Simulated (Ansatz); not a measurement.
`[NH2][In]([NH2])[SH]` + H₂O → `[NH2][In]([OH])[SH]` + NH₃  (formal hydrolysis of the In–N bond)

Program: Ansatz. Geometries: PBE0-D4/def2-TZVP. ΔE: electronic, gas phase. CCSD(T)/CBS adds triple-zeta CCSD(T) − MP2 to the extrapolated MP2 energy (def2 sets, frozen cores). This one scheme is used for every species. DFT in def2-TZVPP. B3LYP here is the variant with VWN-RPA as its local correlation; programs differ in this. HSE06 is defined as in plane-wave codes. Elements past krypton have def2 core potentials. For In outer-core shells are correlated without core-valence functions, which leaves a few kJ/mol of doubt a bond. One conformer a species, not always the lowest.

```tsv
level	ΔE (kcal/mol)	difference from CCSD(T)/CBS
LDA (SPW92)	-4.8	-0.1
PBE-D4	-6.0	-1.3
BLYP-D4	-6.9	-2.2
r2SCAN-D4	-6.4	-1.7
B97M-V	-7.5	-2.8
PBE0-D4	-5.1	-0.4
B3LYP-D4	-6.0	-1.3
r2SCANh-D4	-6.0	-1.3
r2SCAN0-D4	-5.4	-0.7
HSE06-D4	-5.1	-0.4
BHLYP-D4	-5.4	-0.7
CAM-B3LYP-D4	-5.9	-1.2
ωB97X-V	-5.7	-1.0
ωB97M-V	-5.4	-0.7
B2PLYP	-6.2	-1.5
PBE-QIDH	-4.8	-0.1
PBE	-6.4	-1.7
revPBE	-6.8	-2.1
BLYP	-7.6	-2.9
r2SCAN	-6.6	-1.9
PBE0	-5.4	-0.7
B3LYP	-6.6	-1.9
r2SCANh	-6.1	-1.4
HSE06	-5.4	-0.7
BHLYP	-6.0	-1.3
CAM-B3LYP	-6.2	-1.5
LC-ωPBE	-5.4	-0.7
RPA@PBE/def2-TZVPP	-5.2	-0.5
HF/def2-SVP	-6.1	-1.4
MP2/def2-SVP	-6.6	-1.9
CCSD/def2-SVP	-6.3	-1.6
CCSD(T)/def2-SVP	-6.4	-1.7
HF/def2-TZVPP	-5.9	-1.2
MP2/def2-TZVPP	-4.6	0.1
SCS-MP2/def2-TZVPP	-5.2	-0.5
MP2/def2-QZVPP	-4.5	0.2
SCS-MP2/def2-QZVPP	-5.1	-0.4
HF/CBS(def2)	-6.0	-1.3
MP2/CBS(def2)	-4.5	0.2
CCSD/CBS(def2)	-4.6	0.1
CCSD(T)/CBS	-4.7	0
```

Largest T1 diagnostic among the species: 0.015.

Leaving LDA and LC-ωPBE aside and taking each functional with its dispersion term where it has one, the values spread over 2.7 kcal/mol, from B97M-V to PBE-QIDH. LDA lies +1.6 kcal/mol from PBE without D4. At CCSD(T), def2-SVP lies −1.7 kcal/mol from the extrapolated value and def2-TZVPP −0.1 kcal/mol. In def2-TZVPP, CCSD(T) changes the Hartree–Fock value by +1.1 kcal/mol (the triples alone add −0.1 kcal/mol) and MP2 by +1.3 kcal/mol.
